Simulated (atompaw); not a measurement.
**Before and after: PAW (atompaw) potential for technetium**

technetium (Tc), PAW, made with atompaw 4.2.0.5 (LDA (PW92), scalar-relativistic). Core [Kr], reference 4d5 5s1 5p1. Waves: 5s (bound): rc 3.00 bohr; 5s channel at 0.1 Ry: rc 3.00 bohr; 5p (bound): rc 3.00 bohr; 5p channel at 0.2 Ry: rc 3.00 bohr; 4d (bound): rc 3.00 bohr; 4d channel at 0.3 Ry: rc 2.05 bohr. Local part: bessel scheme, radius 2.75 bohr. Core correction: smooth core density matched at 1.90 bohr. Augmentation charge: besselshape compensation charge, radius 2.95 bohr; PAW radius 3.00 bohr; waves and projectors: custom polynom2 7 10 vanderbiltortho.

All-electron outer shells of the reference configuration (LDA (PW92), scalar-relativistic, ld1.x):

```tsv
shell	level (eV)	outermost node (bohr)	outermost maximum (bohr)
4s	-74.85	0.50	0.95
4p	-46.86	0.51	1.03
4d	-8.17	0.50	1.27
5s	-6.19	1.28	2.69
5p	-2.24	1.45	3.54
```

Change: all radii scaled by about 0.78 (s 2.34, p 2.34, d 2.34 bohr); local potential bessel scheme, radius 2.14 bohr; augmentation besselshape compensation charge, radius 2.30 bohr; PAW radius 2.34 bohr; waves and projectors: custom polynom2 7 10 vanderbiltortho; core correction smooth core density matched at 1.48 bohr.

Cutoffs: the cutoffs (Ry, on a coarse ladder) from which the occupation-weighted sum of valence levels, in a spherical-Bessel basis at the reference potential, stays within 10 and 1 mRy of its value at 400 Ry; they do not see the model core or the augmentation charge, which bear on the density cutoff.

What does the change do?

The potential gets harder (18 Ry and 40 Ry → 21 Ry and 40 Ry); a bound ghost appears in p, s, which as a rule spoils a file. A smaller radius makes the pseudo-wave follow the all-electron one further in, where it bends more sharply, so more plane waves are needed.

| quantity | base | changed |
| --- | --- | --- |
| cutoff, loose | 18 Ry | 21 Ry |
| cutoff, tight | 40 Ry | 40 Ry |
| loose cutoff by channel (10 mRy a level) | s 6 Ry, p 6 Ry, d 10 Ry | s 6 Ry, p 8 Ry, d 12 Ry |
| bound ghosts | none | s, p |
| lowest overlap eigenvalue by channel | s 0.80, p 1.00, d 0.76 | s 0.25, p 0.67, d 0.34 |

 A true bound ghost makes a file unfit for plane-wave use even where its test errors are small: the radial tests pick states by their node count and pass the ghost by. The cutoffs see the waves, projectors and local potential, not the compensation charge or the core.
